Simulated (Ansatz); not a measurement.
The first iterations of a band of CH₅AlBNO (10 atoms, charge 0, multiplicity 1).

Method: Ansatz, RKS LDA/def2-SVP.

```
movable images  : 5
climbing image  : yes
spring          : 5.0 eV/Å²
optimiser       : quadratic models (default)
start path      : IDPP
force threshold : 0.05 eV/Å
iteration limit : 60
end points      : relaxed
```

Image 0:

```xyz
10
Properties=species:S:1:pos:R:3
N -1.765 -1.673 0.308
B -0.413 -1.404 0.437
Al 0.512 0.410 -0.027
C 1.417 2.080 -0.313
O 1.362 1.118 -1.379
H -2.167 -2.578 0.573
H -2.461 -1.021 -0.064
H 0.290 -2.294 0.900
H 0.870 3.029 -0.512
H 2.439 2.281 0.080
```

Image 6:

```xyz
10
Properties=species:S:1:pos:R:3
N -1.765 -1.672 0.304
B -0.412 -1.405 0.437
Al 0.513 0.409 -0.024
C 1.417 2.079 -0.311
O 1.361 1.118 -1.377
H -2.459 -1.019 -0.069
H -2.168 -2.578 0.567
H 0.287 -2.294 0.902
H 0.869 3.029 -0.508
H 2.440 2.282 0.081
```

| iteration | highest image above the first end (eV) | largest band force component (eV/Å) |
| --- | --- | --- |
| 1 | 1.782 | 2.528 |
| 2 | 1.675 | 0.752 |
| 3 | 1.647 | 0.287 |

Does the band converge within its limit, and where does its top end?

It converged. It ended after 10 iterations with the highest image 1.505 eV above the first end. A vibrational analysis at the climbing image gives one clearly imaginary mode, 860i cm⁻¹: a first-order saddle point.

Time of the run: 33 s on 2 threads of Intel(R) Xeon(R) Platinum 8488C (Sapphire Rapids) (shared host), peak memory 0.14 GiB.
